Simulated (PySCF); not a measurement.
CAM-B3LYP on S (sulfur, neutral)

Configuration: [Ne] 3s1 3p5, high-spin 3P determinant (an excited configuration). Computed with PySCF 2.14 in aug-cc-pVTZ-DK (6s5p3d2f, 50 functions), with scalar relativity by spin-free X2C-1e.

| Quantity | Value |
| --- | --- |
| Total energy | -398.8346 hartree |
| One-electron energy | -549.8196 hartree |
| Hartree (Coulomb) energy | 176.6584 hartree |
| Exchange-correlation energy | -25.6735 hartree |
| ⟨S²⟩ | 2.0086 |
| ⟨L²⟩ | 2.014 |
| Sum of ⟨r⟩ | 15.67 bohr |
| Sum of ⟨r²⟩ | 30.33 bohr² |
| Traceless quadrupole moment −½Σ⟨3z² − r²⟩ along its main axis | 1.98 e·bohr² |
| Langevin diamagnetic susceptibility | -24.0 ×10⁻⁶ cm³/mol |

```
shell  electrons  mean orbital energy (eV)  spread (eV)  rms radius, mean of both spins (bohr)
 1s α          1                   -2431.4            0                                  0.112
 1s β          1                   -2431.0            0                                  0.112
 2s α          1                   -222.46            0                                  0.522
 2s β          1                   -221.87            0                                  0.522
 2p α          3                   -165.76        0.504                                  0.494
 2p β          3                   -165.20        0.085                                  0.494
 3s α          1                   -23.042            0                                   1.81
 3p α          3                   -11.168        1.267                                   2.24
 3p β          2                    -8.876            0                                   2.24
```

Densities and radii are taken from the X2C orbitals without a picture-change correction, which distorts them close to the nucleus.
